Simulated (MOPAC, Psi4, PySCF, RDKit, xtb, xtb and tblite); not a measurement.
Two geometries of SMILES CO[SiH2][SiH2]C#N, relaxed at GFN2-xTB with one dihedral held; other torsions can differ between them too.

Structure A

```
13

C     -0.3322    -2.1174     3.1219
O      0.4274    -1.5500     2.1018
Si     0.3653    -0.1108     1.3625
Si    -0.4311     1.5582     2.7576
C     -2.0598     1.0087     3.4987
N     -3.0454     0.6090     3.9284
H     -1.2717    -2.5121     2.7268
H      0.2436    -2.9356     3.5570
H     -0.5652    -1.3862     3.9009
H     -0.4968    -0.2159     0.1751
H      1.7630     0.0380     0.9709
H      0.3547     1.8673     3.9629
H     -0.7681     2.8263     2.1023
```

Structure B

```
13

C      0.6158    -3.7401    -1.2388
O     -0.7356    -3.4668    -1.4428
Si    -1.9735    -3.3422    -0.4035
Si    -2.1641    -1.1470     0.3107
C     -0.4779    -0.5620     0.8762
N      0.5865    -0.2797     1.1976
H      1.0712    -3.9299    -2.2114
H      0.7446    -4.6193    -0.6037
H      1.1160    -2.8892    -0.7679
H     -3.0749    -3.7550    -1.2698
H     -1.8252    -4.2857     0.7145
H     -3.0095    -0.9260     1.4905
H     -2.5267    -0.1405    -0.6968
```

Problem. Which is lower in energy at the level DF-MP2 (frozen core)/cc-pVTZ // GFN2-xTB (Psi4 1.11), and by how much?

Solution. B is lower, by 0.63 kcal/mol (dihedral C1–O2–Si3–Si4: 30° in A, 90° in B).

E(B) − E(A) in kcal/mol at the other levels, on the same two geometries: GFN2-xTB (xtb and tblite) 0.16; MMFF94 // GFN2-xTB (RDKit) -2.51; PBE/def2-TZVP // GFN2-xTB (Psi4) -0.85; PBE-D3(BJ)/def2-TZVP // GFN2-xTB (Psi4) -0.56; wB97X-D/def2-TZVP // GFN2-xTB (Psi4) -0.63; HF/cc-pVTZ // GFN2-xTB (Psi4) -1.43; UFF // GFN2-xTB (RDKit) -2.08; PM6, restricted, heats of formation // GFN2-xTB (MOPAC) -0.35; AM1, restricted, heats of formation // GFN2-xTB (MOPAC) -1.22; GFN1-xTB // GFN2-xTB (xtb) 1.14; restricted B3LYP/6-31G*, spherical d, density fitting // GFN2-xTB (PySCF) -0.91; restricted Hartree-Fock/LANL2DZ, with its core potentials past Ne // GFN2-xTB (PySCF) -1.70; restricted B3LYP/3-21G // GFN2-xTB (PySCF) 0.20; restricted MP2 (frozen core)/3-21G // GFN2-xTB (PySCF) 0.34.
